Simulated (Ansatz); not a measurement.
System: SnI, net charge 0, doublet state. 
Geometry from a B3LYP-D3(BJ)/def2-TZVP (Ansatz, a quantum-chemistry and plane-wave program) optimisation:
```
Sn
I 1 2.7470
```
Charge 0, spin multiplicity 2.

Basis-set convergence of Hartree-Fock and CCSD(T) correlation energies (hartree) with Ansatz. Valence correlation only, unless marked. Open shells are spin-unrestricted. No spin-orbit coupling. The frozen core is the preceding noble-gas configuration, with the filled d and f shells of earlier blocks. Past Kr the def2 sets carry scalar-relativistic core potentials.

```
basis       functions       E(HF)  E(corr, CCSD(T))
----------  ---------  ----------  ----------------
def2-SVP           52  -510.05173          -0.16709
def2-TZVPP        100  -510.06703          -0.22697
def2-QZVPP        164  -510.06958          -0.25322
```

Extrapolating the two largest sets (X = 3 and 4) as X^-3: E(corr) = (64·(-0.25322) - 27·(-0.22697))/37 = -0.2724 Eh, an estimate of the basis-set limit. The largest set recovers 93.0 % of it, the smallest 61.3 %.
